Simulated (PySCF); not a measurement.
CH₄BBrO, SMILES CB(O)Br. Heavy atoms are numbered as in [B:1]([Br:2])([CH3:3])[OH:7]. Hydrogens are named by the atom that carries them.

Coordinates come from a PBE0-D3(BJ)/def2-SVP optimisation. Other conformers were not sampled.

Calculation: PySCF with PBE0/pcSseg-1.

GIAO shieldings, no solvent; atoms alike by connectivity are averaged. δ = σ(ref) − σ: ¹¹B against BF3 (σ = 88.8 ppm); ¹³C against TMS (σ = 186.3 ppm); ¹H against TMS (σ = 31.56 ppm); ¹⁷O against H2O (σ = 334.2 ppm), references at their B3LYP-D3(BJ)/def2-TZVP geometries, non-relativistic (without spin–orbit terms, shifts of atoms bonded to Cl or Br come out too high).

```
nucleus     atoms  count  δ (ppm)
-------  --------  -----  -------
¹¹B            B1      1     35.9
¹³C      C3 (CH3)      1     10.1
¹H        H on O7      1     5.85
¹H        H on C3      3     1.12
¹⁷O       O7 (OH)      1    206.5
```
